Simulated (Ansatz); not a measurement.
Consider the formal hydrolysis of the Al–C bond: `C=C[CH2][Al]([Cl])[Cl]` + H₂O → `[OH][Al]([Cl])[Cl]` + `C=CC`.

Isolated molecules relaxed with PBE0-D4/def2-TZVP in Ansatz; ΔE leaves out vibrations. CBS: MP2 limit from def2 TZ/QZ plus the TZ coupled-cluster correction, frozen cores. This one scheme is used for every species. DFT in def2-TZVPP. One conformer a species, not always the lowest.

CCSD(T)/CBS gives -30.4 kcal/mol.

Problem. Another level gave -32.3 kcal/mol. Which?
A. LC-ωPBE/def2-TZVPP
B. BLYP/def2-TZVPP
C. SCS-MP2/def2-TZVPP
D. PBE-QIDH/def2-TZVPP

Solution. C. SCS-MP2/def2-TZVPP -32.3, PBE-QIDH -29.6, LC-ωPBE -31.0, BLYP -35.3 kcal/mol.

Largest T1 diagnostic among the species: 0.010.

The D4 term adds +2.9 kcal/mol with B3LYP and +1.7 kcal/mol with PBE0; it sums over pairs of atoms, weighted by their polarisabilities, and B3LYP, whose exchange is more repulsive, gets the larger term. At CCSD(T), def2-SVP lies −2.6 kcal/mol from the extrapolated value and def2-TZVPP −0.7 kcal/mol.

B3LYP here is the variant with VWN-RPA as its local correlation; programs differ in this.
